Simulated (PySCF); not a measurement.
1,1-dichloroprop-1-ene (C3H4Cl2), SMILES CC=C(Cl)Cl.

Geometry optimised at B3LYP-D3(BJ)/def2-SVP.

Two levels are set side by side: PBE/def2-TZVP (PySCF) and PBE0/def2-TZVP (PySCF). Same geometry, gas phase. Differences are taken from unrounded values.

| quantity | PBE0 |
|---|---|
| orbital gap (eV) | 6.87 |
| highest occupied level (eV) | -7.18 |
| lowest empty level (eV) | -0.31 |
| dipole moment (D) | 1.94 |
| mean polarisability (bohr³) | 61.9 |

**Question.** What does PBE give, and how far is it from PBE0? (Estimate from the structure and the level; the computed values follow.)

**Answer.** 
| quantity | PBE | PBE minus PBE0 |
|---|---|---|
| orbital gap (eV) | 4.75 | -2.12 |
| highest occupied level (eV) | -6.02 | 1.16 |
| lowest empty level (eV) | -1.27 | -0.96 |
| dipole moment (D) | 1.80 | -0.14 |
| mean polarisability (bohr³) | 63.7 | 1.8 |

Without exact exchange PBE keeps part of each electron's self-repulsion, which lifts occupied levels and narrows the gap. Differences between two approximate levels are no errors against the true value.

Rough cost on one machine, each run with all the roots and properties that it gave: PBE0 against PBE within a factor of 2.
